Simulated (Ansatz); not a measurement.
Compare A (`C1O[SiH2][SiH2]S1`) with its isomer B (`OC1([SiH3])[SiH2]S1`).

Computed with Ansatz on PBE0-D4/def2-TZVP structures; ΔE is electronic, products minus reactants. CCSD(T)/CBS adds triple-zeta CCSD(T) − MP2 to the extrapolated MP2 energy (def2 sets, frozen cores). DFT in def2-TZVPP. Each species was taken in one conformer, which may not be the lowest.

Which isomer does CCSD(T)/CBS put lower? Give the gap. (An estimate is asked.)

The calculation gave: A, by 42.3 kcal/mol.

Give E(B) − E(A) in kcal/mol with CCSD/def2-TZVPP, MP2/def2-TZVPP, r2SCAN-D4, PBE-D4, PBE0-D4, HF/def2-TZVPP, B2PLYP. (Estimate.)

Computed: CCSD/def2-TZVPP 43.8, MP2/def2-TZVPP 41.0, r2SCAN-D4 42.1, PBE-D4 40.6, PBE0-D4 43.1, HF/def2-TZVPP 48.4, B2PLYP 42.6. None reverses the order clearly.

Largest T1 diagnostic: 0.014.

In def2-TZVPP, CCSD(T) changes the Hartree–Fock value by −5.9 kcal/mol (the triples alone add −1.3 kcal/mol) and MP2 by −7.4 kcal/mol. From PBE to PBE0 (25 % exact exchange), in def2-TZVPP and without D4, E(B) − E(A) moves by +2.6 kcal/mol.
